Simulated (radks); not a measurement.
Problem. Ti+, 21 electrons, occupied as [Ar] 3d2.5 4s0.5 (fractional occupations, a model configuration). All-electron calculation, non-relativistic Kohn-Sham, PBE, spin-polarised, spherical densities, point nucleus; open shells are filled with parallel spins first. Program: a radial shooting solver on a logarithmic mesh with Libxc functionals. Some entries of the table are withheld. Estimate them.

| orbital | occ. | eigenvalue (hartree) | r(max) (bohr) |
|---|---|---|---|
| 1s down | 1 | -177.9108 | 0.04613 |
| 1s up | 1 | -177.9107 | 0.04613 |
| 2s up | 1 | -19.67252 | 0.2713 |
| 2s down | 1 | -19.64831 | 0.2712 |
| 2p up | 3 | -16.45690 | 0.2205 |
| 2p down | 3 | -16.43841 | 0.2204 |
| 3s up | 1 | -2.47616 | 0.8776 |
| 3s down | 1 | -2.39665 | 0.8772 |
| 3p up | 3 | -1.63451 | (1) |
| 3p down | 3 | -1.55453 | (2) |
| 3d up | 2.5 | -0.38139 | 0.9962 |
| 4s up | 0.5 | -0.36827 | 2.782 |
| 3d down | 0 | -0.30179 | 0.9945 |

Solution. 
(1) 3p up r(max) (bohr): 0.9075
(2) 3p down r(max) (bohr): 0.9068
